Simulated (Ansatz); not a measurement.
Ansatz results at the PBE0-D4/def2-TZVP geometry: size of the dipole moment (B3LYP/def2-TZVPP) 1.48 D; HOMO–LUMO gap (B3LYP/def2-TZVPP) 6.72 eV; size of the dipole moment (ωB97M-V/def2-TZVPP) 1.52 D.

Task: Which molecule gave them?
A. `C=CB(N)[SiH3]`
B. `C1OC[SiH2]1`
C. `[SiH3]C1CO1`
D. `C=C(O)[SiH3]`

Result: B. The others give `C=CB(N)[SiH3]`: 2.26, 6.08, 2.29; `[SiH3]C1CO1`: 1.71, 7.96, 1.72; `C=C(O)[SiH3]`: 1.18, 6.48, 1.20.

B3LYP here is the variant with VWN-RPA as its local correlation; programs differ in this.
